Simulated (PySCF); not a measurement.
## O²⁺ (oxygen, charge +2) across methods

[He] 2s2 2p1 3s1, high-spin 3P determinant (an excited configuration). Computed with PySCF 2.14 in dyall-av3z (15s9p3d2f, 71 functions), with the non-relativistic Hamiltonian (point nucleus).

```csv
method,E (hartree),mean ε 2s β (eV),mean ε 2p α (eV),mean ε 3s α (eV),Σ⟨r²⟩ (bohr²),⟨S²⟩
r2SCAN0,-72.0134,-69.691,-60.009,-19.577,13.03,2.002
M06-L,-72.0239,-67.804,-57.184,-18.725,12.85,2.002
LDA,-71.4800,-66.803,-55.755,-18.785,12.93,2.000
PBE,-71.9798,-67.035,-56.076,-18.832,12.89,2.001
UHF,-71.88427,-74.946,-67.616,-21.371,13.33,2.003
wB97M-V,-72.0697,-72.110,-61.214,-21.351,12.99,2.001
r2SCAN,-72.0078,-67.583,-57.321,-18.859,13.02,2.002
MN15,-72.0440,-70.524,-59.518,-19.966,12.96,2.000
PBE0,-71.9891,-69.355,-59.074,-19.579,12.96,2.001
```

The outer electron is Rydberg-like, and this basis confines it to a smaller radius and binds it less than a complete one would.
